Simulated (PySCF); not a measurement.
CuCl2, SMILES [Cu-]([Cl])[Cl], charge -1, multiplicity 1. Geometry: ωB97X-D3(BJ)/def2-SVPD. The multiplicity is an assumed one; other spin states were not compared.

These are ωB97X-D3(BJ)/def2-SVPD in PySCF values and carry that method's errors.

Harmonic wavenumbers (cm⁻¹): 95, 95, 281, 388. Rotational constants (GHz): 1.513 (linear); symmetry number 2.

Task: Work out the zero-point energy and the ideal-gas rigid-rotor harmonic-oscillator thermochemistry at 298.15 K and 1 atm.

Result: ZPE = ½ Σ hcν = ½ × 860 cm⁻¹ = 5.14 kJ/mol. H − E(el) = 19.73 kJ/mol. Entropy in J/(mol K): translation 169.87, rotation 71.73, vibration 40.33, total 281.93. G − E(el) = -64.32 kJ/mol. Cp = 58.85 J/(mol K). Modes under 150 cm⁻¹ make the vibrational entropy uncertain.
